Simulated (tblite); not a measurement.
Species: C₉H₇ (doublet state).
Structure used (GFN2-xTB), in Å, numbered top down from 1:
```
atom  x, y, z in Å
C1    -1.776   -0.156   -1.691
C2    -1.305    0.012   -0.487
C3    -2.205    0.276    0.711
C4     0.137   -0.042   -0.200
C5     0.562    0.153    1.133
C6     0.908    0.320    2.272
C7     1.040   -0.272   -1.181
C8     2.422   -0.335   -0.973
C9     3.614   -0.395   -0.818
H10   -2.717   -0.174   -2.186
H11   -3.248    0.304    0.409
H12   -2.064   -0.511    1.450
H13   -1.934    1.228    1.163
H14    1.225    0.465    3.261
H15    0.684   -0.419   -2.194
H16    4.652   -0.445   -0.680
```

Method: GFN2-xTB as coded in tblite; computed harmonic values from a numerical Hessian at the method's own geometry, unscaled. The method is semi-empirical: single wavenumbers can be off by several per cent or more. One conformer, not necessarily the lowest. Open shells enter through the occupations alone, without spin polarisation, and single modes of such species can be off by tens of per cent.

Harmonic wavenumbers (cm⁻¹): 39.4, 90.1, 113.3, 141.5, 153.6, 213.7, 235.2, 325.6, 345.4, 376.9, 438.2, 444.8, 525.6, 542.9, 617.7, 633.5, 638.0, 655.0, 690.3, 724.8, 794.5, 823.4, 975.8, 989.9, 1030.3, 1071.7, 1198.3, 1286.3, 1370.4, 1465.8, 1470.2, 1575.6, 1671.2, 2228.8, 2246.9, 3016.1, 3022.5, 3034.5, 3047.2, 3204.7, 3396.3, 3398.5.

A = 2735, B = 1219, C = 847.9 MHz; mass 115.055 u (most abundant isotopes); point group Cs, symmetry number 1; spin multiplicity 2.

Question: Zero-point energy?

Answer: Half the sum of the wavenumbers: 25132 cm⁻¹ = 71.86 kcal/mol.

Question: Entropy at 298.15 K, 1 bar (ideal gas, RRHO, classical rotation)?

Answer: Translation 40.16, rotation 29.12, vibration 30.79, spin (R ln 2) 1.38: S = 101.5 cal/(mol K).

Question: And Cp and H(298.15 K) − H(0)?

Answer: Cp = 40.00 cal/(mol K), of which vibrations give 32.06 (their classical limit is 42 R = 83.5); H(298.15 K) − H(0) = 7.28 kcal/mol without the zero-point energy, 4.91 from vibrations.

Question: What must be added to the electronic energy to get the Gibbs energy at 298.15 K and 1 bar?

Answer: ZPE + [H(298.15 K) − H(0)] − T·S = 71.86 + 7.28 − 30.25 = 48.89 kcal/mol.

Question: Which modes carry the vibrational entropy at 298.15 K?

Answer: 39.4 cm⁻¹: 5.29; 90.1 cm⁻¹: 3.66; 113.3 cm⁻¹: 3.21; 141.5 cm⁻¹: 2.78; 153.6 cm⁻¹: 2.63; 213.7 cm⁻¹: 2.01 cal/(mol K); the other 36 give 11.21 together.

Question: Blend soft modes into free rotors: weight 1/[1 + (100 cm⁻¹/ν̃)⁴] for the oscillator and the rest for a rotor with moment μB/(μ + B), μ = h/(8π²ν), B = 10⁻⁴⁴ kg m². What vibrational entropy results?

Answer: 28.66 cal/(mol K) in place of 30.79, which changes −T·S at 298.15 K by +0.64 kcal/mol.

Question: How do the functions run with temperature in this model?

Answer: 
```json
{"T (K)": "100", "S (cal/(mol K))": "70.6", "Cp (cal/(mol K))": "19.3", "H − H(0) (kcal/mol)": "1.31", "G − H(0) (kcal/mol)": "-5.75", "ln q(vib)": "1.74"}
{"T (K)": "200", "S (cal/(mol K))": "87.4", "Cp (cal/(mol K))": "30.5", "H − H(0) (kcal/mol)": "3.81", "G − H(0) (kcal/mol)": "-13.68", "ln q(vib)": "4.47"}
{"T (K)": "300", "S (cal/(mol K))": "101.7", "Cp (cal/(mol K))": "40.2", "H − H(0) (kcal/mol)": "7.35", "G − H(0) (kcal/mol)": "-23.16", "ln q(vib)": "7.26"}
{"T (K)": "500", "S (cal/(mol K))": "125.7", "Cp (cal/(mol K))": "53.9", "H − H(0) (kcal/mol)": "16.87", "G − H(0) (kcal/mol)": "-45.98", "ln q(vib)": "12.65"}
{"T (K)": "800", "S (cal/(mol K))": "153.9", "Cp (cal/(mol K))": "66.0", "H − H(0) (kcal/mol)": "35.01", "G − H(0) (kcal/mol)": "-88.11", "ln q(vib)": "19.92"}
{"T (K)": "1000", "S (cal/(mol K))": "169.2", "Cp (cal/(mol K))": "71.3", "H − H(0) (kcal/mol)": "48.77", "G − H(0) (kcal/mol)": "-120.46", "ln q(vib)": "24.22"}
```

q(vib) and H(0) count from the zero-point level.

Hindered rotation and anharmonicity are outside this model. Other conformers, if any are populated, would add a mixing term that is left out.
